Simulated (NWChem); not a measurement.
Molecule: SiNH₄Cl; SMILES N[SiH2]Cl

```xyz
7

Si     0.5443    -0.5100     0.0000
N     -0.6269    -1.7660     0.0000
Cl    -0.2105     1.4507     0.0000
H      1.3455    -0.6303    -1.2367
H      1.3455    -0.6303     1.2367
H     -1.1720    -1.9497     0.8346
H     -1.1720    -1.9497    -0.8346
```
Atoms are numbered in this order, from 1.

Structure relaxed at the B3LYP/6-31G* (spherical d) level.

Symmetry labels are those of Cs in the frame above (b1 and b2, or b-type labels, depend on it).

Problem. List the 4 lowest vertical singlet excitations from PBE0/def2-SVPD, TDA (NWChem).

Solution. 
```tsv
state	energy (eV)	oscillator strength	symmetry	leading excitation (squared amplitude)
S1	6.87	0.047	a'	HOMO → LUMO (0.96)
S2	7.59	0.001	a"	HOMO−1 → LUMO (0.86)
S3	7.70	0.076	a'	HOMO → LUMO+1 (0.90)
S4	7.90	0.027	a"	HOMO−1 → LUMO+1 (0.86)
```
